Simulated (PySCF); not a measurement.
Species, as SMILES: C=[SiH2] (CH2-SiH2).
Geometry (B3LYP-D3(BJ)/def2-TZVP, fixed):
```xyz
6

C     -1.1498    -0.0548    -0.0450
Si     0.5479     0.0261     0.0215
H     -1.7685     0.8316    -0.0996
H     -1.6839    -0.9961    -0.0356
H      1.3979    -1.1745     0.0958
H      1.2833     1.3023     0.0091
```

Basis-set convergence of the isotropic shielding of C1 at PBE with PySCF. GIAO, no density fitting; atoms are numbered in the order shown. All functions are spherical. No added dispersion term, no relativity. Reference: the value in pcseg-3, 62.42 ppm, itself unsure by roughly 3.12 ppm (its distance from pcSseg-2). Deviations are taken from unrounded values. Cost is core time over that of cc-pV(D+d)Z, rough, on shared machines of one kind; a dash marks a row that isn't timed (too short, read off another run, short of memory, by another algorithm or on other hardware).

```csv
basis,functions,isotropic shielding of C1 (ppm),minus reference (ppm),cost
6-31G,30,75.62,13.20,-
pcseg-0,30,82.54,20.11,-
6-31G*,40,78.84,16.41,-
def2-SVP,52,78.46,16.04,0.8×
cc-pV(D+d)Z,57,81.43,19.01,1×
6-311+G**,76,66.96,4.54,1×
def2-SVPD,76,81.61,19.19,1×
aug-cc-pV(D+d)Z,91,82.27,19.85,2×
def2-TZVP,92,67.88,5.46,2×
pcseg-2,120,63.70,1.28,3×
def2-TZVPP,129,67.78,5.36,3×
def2-TZVPPD,153,67.95,5.52,4×
def2-QZVPP,247,64.53,2.11,20×
```
